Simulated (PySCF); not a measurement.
Compound: cis-Ge(NH3)2F4.
SMILES: `[NH3]->[Ge](<-[NH3])([F])([F])([F])[F]`

Method used: PySCF 2.14.0, density-fitted response routines, TDDFT CAM-B3LYP/def2-SVPD, vertical, gas phase, core orbitals frozen in the response. Isolated species at its PBE0-D3(BJ)/def2-SVP geometry, gas phase. Relativistic effects, spin–orbit coupling among them, are left out although an element past zinc is present.

Orbital energies (eV): HOMO-3 -11.74, HOMO-2 -11.66, HOMO-1 -11.51, HOMO -11.35, LUMO 0.03, LUMO+1 1.22, LUMO+2 1.90.

**Question.** Among the lowest singlets, which states do these configurations lead, and at what energies: HOMO-2→LUMO, HOMO→LUMO, HOMO-1→LUMO+1, HOMO-1→LUMO?

**Answer.** 

| state | leading configuration | weight | Δε (eV) | E (eV) | E − Δε (eV) | f | other configurations |
| --- | --- | --- | --- | --- | --- | --- | --- |
| S1 | HOMO→LUMO | 0.89 | 11.38 | 8.24 | -3.15 | 0.156 | – |
| S2 | HOMO-1→LUMO | 0.88 | 11.55 | 8.48 | -3.07 | 0.110 | – |
| S3 | HOMO-2→LUMO | 0.80 | 11.70 | 8.78 | -2.91 | 0.0000 | H-2→L+2 (12%) |
| S14 | HOMO-1→LUMO+1 | 0.80 | 12.73 | 10.01 | -2.73 | 0.029 | – |

E − Δε runs from -3.15 to -2.73 eV. Among themselves, these states come in the order of their orbital differences. Δε is the difference of the two orbital energies.

H and L stand for HOMO and LUMO. The other states: S4 8.85 eV, f 0.013, H-3→L (81%), H-3→L+2 (10%); S5 9.02 eV, f 0.0017, H-4→L (75%), H-4→L+2 (14%); S6 9.39 eV, f 0.0000, H-7→L (61%), H→L+1 (15%); S7 9.47 eV, f 0.043, H-5→L (64%), H→L+2 (13%); S8 9.65 eV, f 0.088, H-6→L (76%); S9 9.74 eV, f 0.0018, H-9→L (58%), H-2→L+2 (14%); S10 9.74 eV, f 0.063, H-8→L (71%), H-1→L+3 (9%); S11 9.76 eV, f 0.0043, H→L+1 (33%), H-1→L+2 (27%), H-7→L (17%); S12 9.79 eV, f 0.049, H→L+2 (59%), H-5→L (14%), H→L+4 (13%); S13 9.88 eV, f 0.029, H-1→L+2 (42%), H→L+1 (28%); S15 10.01 eV, f 0.0002, H-2→L+2 (31%), H-2→L+4 (20%), H-9→L (10%).

**Question.** Which computed triplets share their leading configuration (75% or more) with a singlet, and how far apart are the partners?

**Answer.** 

| configuration | triplet | E(T) (eV) | singlet | E(S) (eV) | E(S) − E(T) (eV) |
| --- | --- | --- | --- | --- | --- |
| HOMO→LUMO | T1 | 7.88 | S1 | 8.24 | +0.36 |
| HOMO-1→LUMO | T2 | 8.08 | S2 | 8.48 | +0.40 |

The 4 triplets are Tamm–Dancoff values, the singlets full response.

Summed over the main configurations (up to three a state, each over 8%) of all 15 singlets, the electron leaves HOMO with weight 2.51, HOMO-1 with weight 2.45, HOMO-2 with weight 1.57 and HOMO-3 with weight 0.90.

Hardware: an Arm Neoverse V2 with one thread, shared host with 96 logical CPUs at a one-minute load of 18. Cost: 67 s wall (with the writing of density and orbital grids), 1.0 GiB resident at most.
